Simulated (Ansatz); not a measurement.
`[OH][InH][B](Cl)Cl` → B• + 2 Cl• + 2 H• + In• + O•  (atomization)

Gas-phase electronic energies from Ansatz, PBE0-D4/def2-TZVP geometries. CBS: MP2 limit from def2 TZ/QZ plus the TZ coupled-cluster correction, frozen cores. This one scheme is used for every species, atoms too. DFT in def2-TZVPP. B3LYP here is the variant with VWN-RPA as its local correlation; programs differ in this. No spin–orbit coupling; open shells (•) take unrestricted orbitals. Spin–orbit coupling would lower the free atoms: a little for B, Cl, O; strongly for In. def2 core potentials past Kr. For In outer-core shells are correlated without core-valence functions, so the limit isn't a true one: a few kJ/mol of doubt a bond, and 10 to 20 or more in all where bonds break to atoms. Each species was taken in one conformer, which may not be the lowest.

| level | ΔE (kJ/mol) | difference from CCSD(T)/CBS |
| --- | --- | --- |
| r2SCAN-D4 | 2128.0 | 20.4 |
| B3LYP-D4 | 2062.9 | -44.7 |
| r2SCAN0-D4 | 2069.2 | -38.4 |
| CAM-B3LYP-D4 | 2082.7 | -24.9 |
| ωB97X-V | 2111.4 | 3.8 |
| ωB97M-V | 2114.6 | 7.0 |
| PBE-QIDH | 2092.7 | -14.9 |
| r2SCANh | 2098.8 | -8.8 |
| HF/def2-QZVPP | 1449.0 | -658.6 |
| CCSD/CBS(def2) | 2054.4 | -53.2 |
| CCSD(T)/CBS | 2107.6 | 0 |

Largest T1 diagnostic among the species: 0.016.

In def2-TZVPP, CCSD(T) changes the Hartree–Fock value by +591.3 kJ/mol (the triples alone add +53.2 kJ/mol) and MP2 by +671.8 kJ/mol; breaking electron pairs costs correlation energy, which Hartree–Fock lacks. From BLYP to BHLYP (50 % exact exchange), in def2-TZVPP and without D4, ΔE moves by −73.2 kJ/mol: exact exchange takes away binding that semilocal exchange gives to molecules.

For atomizations the MP2-based limit and the directly extrapolated one differ by several kJ/mol either way, and by 10 to 25 for some Ge, Se and Sn compounds, so smaller differences from it don't rank the levels.
